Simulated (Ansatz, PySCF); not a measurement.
Hf(H)3(SH) (H4HfS), SMILES [SH][HfH3], multiplicity 1. Atoms are numbered in the order given.

```xyz
6

Hf    -0.2463    -0.1841    -0.1501
H     -0.5939    -1.2333     1.3332
H     -1.3955     1.2608    -0.2112
H     -0.4333    -1.1650    -1.7041
S      2.0218     0.6106     0.0208
H      2.0526    -0.0881     1.1811
```
Charge 0, spin multiplicity 1.

Coordinates come from a PBE0-D3(BJ)/def2-TZVP optimisation. The spin state was assumed, not searched. The def2 effective core potentials stand for the cores of Hf; spin–orbit coupling is left out.

Two levels are set side by side: PBE-D3(BJ)/def2-TZVP (Ansatz, a quantum-chemistry and plane-wave program) and PBE0-D3(BJ)/def2-TZVP (Ansatz). Each level has its own optimised geometry; the coordinates shown are those of the second. Frequencies come from the Hessian of PySCF at each geometry. Differences are taken from unrounded values.

| quantity | PBE0-D3(BJ) | PBE-D3(BJ) | PBE-D3(BJ) minus PBE0-D3(BJ) |
|---|---|---|---|
| mean bond length (Å) | 1.862 | 1.870 | 0.008 |
| bond Hf1–S5 (Å) | 2.409 | 2.414 | 0.004 |
| bond Hf1–H2 (Å) | 1.850 | 1.858 | 0.008 |
| bond Hf1–H3 (Å) | 1.847 | 1.855 | 0.008 |
| bond Hf1–H4 (Å) | 1.847 | 1.855 | 0.008 |
| bond S5–H6 (Å) | 1.355 | 1.367 | 0.012 |
| highest harmonic wavenumber (cm⁻¹) | 2631 | 2532 | -99 |
| mean harmonic wavenumber (cm⁻¹) | 939 | 915 | -24 |
| zero-point energy (kcal/mol) | 16.11 | 15.70 | -0.42 |

Exact exchange shortens and stiffens bonds; PBE has none. Differences between two approximate levels are no errors against the true value.
